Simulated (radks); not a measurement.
Polarisability of the molybdenum ion Mo+, [Kr] 4d5, at imaginary frequency. Method: scalar-relativistic Kohn-Sham, LDA (Slater exchange, VWN5 correlation), spin-polarised, spherical densities, finite nucleus; open shells are filled with parallel spins first (spin-orbit coupling, left out, can overturn this in heavy ions); Fermi nuclear charge, rms radius 4.4091 fm; computed with a radial shooting solver on a logarithmic mesh with Libxc functionals. Response by self-consistent Sternheimer equations with the Hartree and adiabatic LDA kernel, the relativistic mass of each level held fixed and spin-orbit coupling left out.

w (hartree),alpha1(iw) (bohr^3)
0.00266,22.30
0.0143,22.24
0.0360,21.91
0.0697,20.93
0.118,18.97
0.186,16.16
0.280,13.05
0.413,10.11
0.605,7.480
0.892,5.196
1.35,3.291
2.12,1.813
3.59,0.8161
6.94,0.2833
17.5,0.06627

Static values: alpha1 = 22.30 bohr^3 (3.305 angstrom^3; uncoupled 32.25). C6 = 145.9, triple-dipole C9 = 2125 atomic units. One-pole (London) frequency 4 C6 / (3 alpha1^2) = 0.391 hartree, against 0.425 for minus the highest occupied eigenvalue.
